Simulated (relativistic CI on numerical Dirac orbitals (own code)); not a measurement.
# V+ in a cubic cluster: L2,3 absorption with charge transfer

Computed with a charge-transfer multiplet model of a cubic metal-ligand cluster with up to one ligand hole, Slater and spin-orbit integrals from Dirac-Coulomb-Breit ions, Slater integrals scaled by 0.7. The parameters are those of a tetrahedral site (10Dq negative, t2 hopping the larger). The ground state mixes d4 with configurations of k ligand holes L, whose averages lie at kΔ + k(k − 1)U_dd/2; a core hole lowers each added d electron by U_cd. 300 K, Lorentzian 0.4 eV and Gaussian 0.3 eV FWHM.

Atomic integrals in eV (Slater integrals scaled, ζ unscaled), ground: F2dd 5.287, F4dd 3.249, zeta_d 0.015; with the core hole: F2dd 5.983, F4dd 3.687, zeta_d 0.025, zeta_core 4.617, F2cd 3.277, G1cd 2.317, G3cd 1.313.

Cluster parameters (eV): U_dd = 4.5, U_cd = 5.4, 10Dq = -0.35, 10Dq(ligand) = 0, V(eg) = 0.72, V(t2g) = -1.23, final-state hopping factor = 1.

| Case | n_d | d4 | d5L | S |
| --- | --- | --- | --- | --- |
| Δ = 8.2 eV | 4.08 | 0.92 | 0.08 | 2.00 |
| Δ = 10.2 eV | 4.05 | 0.95 | 0.05 | 2.00 |
| Δ = 11.2 eV | 4.05 | 0.95 | 0.05 | 2.00 |

Weights, n_d and S are thermal averages at 300 K. Photon energies count from the first peak over 30 % of the highest in each spectrum, which can be another peak from case to case. The parameters are a model scan and need not match a compound or its usual spin state. Peaks in eV (height, largest 100):
- Δ = 8.2 eV: 0.0 (100), 4.5 (19), 5.2 (25), 6.4 (19), 7.5 (45)
- Δ = 10.2 eV: 0.0 (100), 4.5 (20), 5.3 (25), 6.4 (20), 7.6 (45)
- Δ = 11.2 eV: 0.0 (100), 4.5 (20), 5.2 (26), 6.4 (20), 7.5 (45)

For the case Δ = 8.2 eV, Δ = 8.2 eV is larger than U_dd = 4.5 eV, the Mott-Hubbard side of the Zaanen-Sawatzky-Allen scheme. With the core hole the configuration with one ligand hole lies at Δ + U_dd − U_cd = 7.3, 9.3, 10.3 eV from the one without, in the order of the table; where this is negative the screened configuration lies lower.
